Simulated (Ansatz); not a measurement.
CdMeCl (CH3CdCl). Charge 0, multiplicity 3. Geometry PBE0-D4/def2-TZVP, that of the neutral singlet; atoms count from 1.

```xyz
6

Cd    0.847    0.840   -0.098
C    -0.634   -0.629    0.074
H    -0.736   -0.928    1.117
H    -0.360   -1.498   -0.524
H    -1.586   -0.233   -0.281
Cl    2.469    2.449   -0.287
```

In the def2 sets Cd takes a core potential; there is no spin–orbit coupling. At PBE0-D4/def2-TZVP a singlet of charge 0 lies 5.32 eV below the triplet at the same geometry.

**Question.** Estimate the Mulliken populations from the PBE0/def2-TZVP orbitals of Ansatz.

**Answer.** 
| atom | charge (e) | spin (α − β) | d electrons |
| --- | --- | --- | --- |
| Cd1 | 0.15 | 0.97 | 9.97 |
| C2 | -0.25 | 0.68 | – |
| H3 | 0.16 | 0.02 | – |
| H4 | 0.16 | 0.02 | – |
| H5 | 0.16 | 0.02 | – |
| Cl6 | -0.36 | 0.30 | – |
Mulliken values depend strongly on the basis.

**Question.** Where does the spin sit?

**Answer.** Summed by element: Cd 0.97, C 0.68, H 0.05, Cl 0.30, of 2 unpaired in all. Largest on single atoms: Cd1 0.97, C2 0.68, Cl6 0.30.

**Question.** And the Mayer bond orders between heavy atoms (over 0.3)?

**Answer.** Cd1–Cl6 0.84 (2.29 Å).
